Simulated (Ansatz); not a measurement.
Frontier orbitals of ClH$_{3}$Sn, SMILES `[Cl][SnH3]`.

```xyz
5

Cl   -0.0772   -0.7941    1.9954
Sn    0.0066    0.0682   -0.1715
H    -1.5483   -0.1476   -0.8239
H     1.1918   -0.8340   -0.9909
H     0.4271    1.7074   -0.0092
```

The species carries charge 0 and has multiplicity 1. Correlated methods include outer-core shells of Sn, which these sets cover unevenly. Sn takes the def2 core potential. Geometry: relaxed with PBE0-D4/def2-TZVP. Basis def2-TZVPP, Ansatz 0.2.0.

```tsv
functional	HOMO (eV)	LUMO (eV)	gap (eV)
PBE	-7.27	-1.70	5.57
BLYP	-7.12	-1.64	5.48
PBE0	-8.63	-0.87	7.76
r2SCANh	-8.11	-1.08	7.03
CAM-B3LYP	-9.98	0.02	10.00
ωB97X-V	-11.04	1.04	12.08
ωB97M-V	-10.86	0.76	11.62
```

(1) What is the vertical ionisation energy at frozen-core CCSD(T)/def2-TZVPP? (An estimate is asked.)

Results:

(1) Ansatz gave: 11.09 eV (T1 of the cation 0.034).

Against PBE, PBE0 changes HOMO and LUMO by −1.36 and +0.83 eV, ωB97M-V by −3.60 and +2.47 eV. A gap of 5.57 eV thus becomes 11.63 eV for the same molecule, so an orbital gap means little without its functional. A positive LUMO is unbound and depends on the basis. −ε(HOMO) differs from that ionisation energy by −3.82 eV with PBE and −0.23 eV with ωB97M-V.
